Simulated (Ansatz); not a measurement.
Geometry optimisation, Ansatz, RHF/6-31G.

The input (input.yaml):

```yaml
crystal:
  periodic: [false, false, false]
  atoms:
    - { symbol: C, position_ang: [0.1847, -2.2084, -1.0363] }
    - { symbol: C, position_ang: [0.3948, -1.0584, -0.3342] }
    - { symbol: C, position_ang: [1.6478, -0.8827, 0.4213] }
    - { symbol: Si, position_ang: [-0.7478, 0.3872, -0.2398] }
    - { symbol: C, position_ang: [-0.0647, 1.9149, -0.9613] }
    - { symbol: C, position_ang: [-1.3729, 0.6577, 1.5192] }
    - { symbol: H, position_ang: [0.873, -2.9825, -1.0945] }
    - { symbol: H, position_ang: [-0.7501, -2.2754, -1.612] }
    - { symbol: H, position_ang: [1.488, -0.7407, 1.5475] }
    - { symbol: H, position_ang: [2.244, -0.0136, 0.0992] }
    - { symbol: H, position_ang: [2.324, -1.7571, 0.3489] }
    - { symbol: H, position_ang: [-1.9906, 0.025, -1.0357] }
    - { symbol: H, position_ang: [-0.8367, 2.7717, -0.9531] }
    - { symbol: H, position_ang: [0.7807, 2.2482, -0.3465] }
    - { symbol: H, position_ang: [0.2521, 1.7488, -1.9741] }
    - { symbol: H, position_ang: [-0.5246, 0.9594, 2.1784] }
    - { symbol: H, position_ang: [-2.1089, 1.4671, 1.5766] }
    - { symbol: H, position_ang: [-1.8303, -0.25, 1.9482] }
basis:
  gaussian: { orbitals: "6-31G" }
hamiltonian:
  xc: hf
relax:
  f_tol: 0.02
  max_steps: 40
```

Command:

```bash
$ ansatz run input.yaml --threads 1 --pin off --max-ram 2048MiB --backend cpu --events-out ev --progress --plain --runs-dir out
```

Problem. Where does it end, and by what steps?

Solution. The forces met the threshold. Limits of this set-up: no polarisation functions. After 8 steps the energy has fallen by 0.560 eV; C3 moved furthest, 0.10 Å.

| step | energy less start (eV) | largest force component (eV/Å) | accepted |
| --- | --- | --- | --- |
| 0 | 0.0000 | 3.619 | yes |
| 1 | -0.4360 | 1.268 | yes |
| 2 | -0.4651 | 1.738 | yes |
| 3 | -0.3385 | 1.759 | no |
| 4 | -0.5523 | 0.307 | yes |
| 5 | -0.5578 | 0.138 | yes |
| 6 | -0.5564 | 0.214 | no |
| 7 | -0.5595 | 0.029 | yes |
| 8 | -0.5597 | 0.005 | yes |

```xyz
18
Properties=species:S:1:pos:R:3
C 0.164 -2.168 -1.024
C 0.435 -1.073 -0.320
C 1.733 -0.923 0.441
Si -0.829 0.365 -0.250
C -0.071 1.976 -0.960
C -1.413 0.673 1.550
H 0.854 -2.994 -1.082
H -0.753 -2.290 -1.570
H 1.553 -0.776 1.502
H 2.297 -0.063 0.092
H 2.362 -1.800 0.330
H -2.007 -0.033 -1.086
H -0.802 2.778 -0.947
H 0.786 2.297 -0.377
H 0.253 1.832 -1.985
H -0.586 0.971 2.186
H -2.157 1.462 1.579
H -1.856 -0.223 1.972
```

Time of the run: 34 s on 1 thread of Arm Neoverse V1 (shared host), peak memory 0.19 GiB.
